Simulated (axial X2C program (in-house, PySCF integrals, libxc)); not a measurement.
Curves of FeBr from open-shell CI on d6 s1 p(π)0

Computed with an in-house all-electron X2C program for linear molecules (integrals from PySCF): two-component X2C with atomic mean-field Coulomb terms (Gaunt term off), basis Fe dyall-v3z, Br dyall-v3z (cores contracted in-house). Orbitals come from Hartree–Fock averaged over the configuration Fe d6 s1 p(π)0; CI then distributes these electrons over the d, s, p(π) shells of Fe.

Scan along the bond; masses Fe 55.935 u, Br 78.918 u. Energies in cm⁻¹ from the lowest point; levels are followed by energy order within each Ω. Lowest level at 2.407 Å: 100% d6 s1.

```tsv
R (Å)	(1)Ω=9/2	(1)Ω=7/2	(1)Ω=5/2	(1)Ω=3/2	(1)Ω=1/2
2.239	1555	1699	1848	2001	2160
2.323	378	522	672	826	985
2.407	0	145	294	449	608
2.503	269	413	563	717	877
2.600	1067	1211	1360	1515	1675
2.708	2363	2507	2655	2810	2971
2.840	4292	4435	4583	4737	4898
```

Q: Fit the curves (1)Ω=9/2, (1)Ω=7/2, (1)Ω=5/2, (1)Ω=3/2, (1)Ω=1/2 near their minima.

A: From the open-shell CI curves, Te from the lowest:

```csv
level,Te (cm⁻¹),Re (Å),ωe (cm⁻¹)
(1)Ω=9/2,0,2.415,285.3
(1)Ω=7/2,145,2.415,285.2
(1)Ω=5/2,294,2.415,285.2
(1)Ω=3/2,449,2.415,285.2
(1)Ω=1/2,608,2.415,285.2
```

Without dynamic correlation distances can be off by several hundredths of an Å (long for ionic bonds, short for multiple bonds) and the wavenumbers are rough.

The 5 lowest curves are shown; the next is (2)Ω=1/2, from 773 cm⁻¹.

There is no dynamic correlation: spin–orbit spacings and, for f shells, spacings inside one term are the most reliable numbers, splittings between terms come out too wide, and energies between configurations are not reliable, so the lowest level need not be the ground state of the molecule. For d shells the ligand-field splittings (σ, π, δ) and their order can be off by a thousand cm⁻¹ or more. At most 4 roots were kept for each Ω > 0 (twice that for Ω = 0) within 3.2 eV of the lowest, so higher up levels can be missing between those listed; levels with Ω > 0 are doubly degenerate and listed once, Ω = 0 levels singly. States that fill the shells left empty in the average are placed too high.
